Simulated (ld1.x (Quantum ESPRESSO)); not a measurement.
# Varying the TM semilocal potential for Hg (Z = 80)

Base potential:

mercury (Hg), norm-conserving Troullier–Martins (semilocal form), made with ld1.x (Quantum ESPRESSO) 7.5 (PBEsol, scalar-relativistic). Core [Kr] 4d10 4f14, reference 5s2 5p6 5d10 6s0 6p0 (charge +2). Waves: 5s (bound): rc 1.20 bohr; 5p (bound): rc 1.10 bohr; 5d (bound): rc 1.80 bohr. Local part: the d channel. Core correction: none.

Cutoffs, loose and tight: the cutoffs (Ry, on a coarse ladder) from which the occupation-weighted sum of valence levels, in a spherical-Bessel basis at the reference potential, stays within 10 and 1 mRy of its value at 400 Ry. They do not see the model core or the augmentation charge, which bear on the density cutoff. Test errors are all-electron minus pseudo excitation energies from the reference, over the configurations 5s2 5p6 5d10 6s2 6p0; 5s2 5p6 5d10 6s1 6p0; 5s2 5p6 5d9 6s0 6p0; 5s2 5p6 5d10 6s0 6p1; 5s2 5p5 5d10 6s2 6p0; 5s2 5p6 5d9 6s2 6p1; 5s2 5p6 5d10 6s0 6p2. A dash means not determined; rows that change the core or the reference have their own tests. The largest error is taken over the tests solved by every variant that gives reliable tests at all: 5s2 5p6 5d10 6s0 6p1; 5s2 5p6 5d10 6s0 6p2; 5s2 5p6 5d9 6s0 6p0.

A true bound ghost makes a file unfit for plane-wave use even where its test errors are small: the radial tests pick states by their node count and pass the ghost by. Where a test does run into it, the solver fails or the error is huge.

A semilocal file is local in each channel, so a ghost entry of none says nothing of the separable form that plane-wave codes build from it.

```tsv
change	outcome	cutoff, loose	cutoff, tight	bound ghosts	largest test error (meV)
base	generated	160 Ry	230 Ry	none	+70
wave 5s (bound): rc 1.20 bohr becomes 5s (bound): rc 1.14 bohr	generated	160 Ry	260 Ry	none	+70
wave 5s (bound): rc 1.20 bohr becomes 5s (bound): rc 1.24 bohr	generated	160 Ry	230 Ry	none	+70
wave 5s (bound): rc 1.20 bohr becomes 5s (bound): rc 1.34 bohr	generated	160 Ry	230 Ry	none	+70
wave 5s (bound): rc 1.20 bohr becomes 5s (bound): rc 1.46 bohr	generated	160 Ry	230 Ry	none	+70
wave 5s (bound): rc 1.20 bohr becomes 5s (bound): rc 1.60 bohr	generated	160 Ry	230 Ry	s	+70
wave 5s (bound): rc 1.20 bohr becomes 5s (bound): rc 1.70 bohr	generated	160 Ry	230 Ry	s	+70
wave 5s (bound): rc 1.20 bohr becomes 5s (bound): rc 1.82 bohr	generated	160 Ry	230 Ry	s	+70
```

Q: What comes out with this change to the base: wave 5s (bound): rc 1.20 bohr becomes 5s (bound): rc 0.78 bohr?

A: outcome: generated; cutoff, loose: 300 Ry; cutoff, tight: over 300 Ry; bound ghosts: none; largest test error (meV): +70.

Q: What comes out with this change to the base: wave 5s (bound): rc 1.20 bohr becomes 5s (bound): rc 0.98 bohr?

A: outcome: generated; cutoff, loose: 180 Ry; cutoff, tight: 260 Ry; bound ghosts: none; largest test error (meV): +70.

Q: What comes out with this change to the base: wave 5s (bound): rc 1.20 bohr becomes 5s (bound): rc 0.88 bohr?

A: outcome: generated; cutoff, loose: 200 Ry; cutoff, tight: 300 Ry; bound ghosts: none; largest test error (meV): +70.

Reading the sweep of the s radius (base included, trends over the rows without a ghost): The loose cutoff falls from 300 Ry at 0.78 to 160 Ry at 1.46 bohr. A larger radius leaves more room for a smooth pseudo-wave, so fewer plane waves are needed; a smaller one forces it to follow the all-electron wave where it bends sharply. The median size of the test errors (rows with all tests solved) rises from 415.0 meV at 0.78 to 3722.4 meV at 1.46 bohr, with one reversal. More of the atom is replaced by a form fitted at one configuration, so other configurations suffer as the radius grows. Bound ghosts are found at 1.6, 1.7, 1.82 bohr.
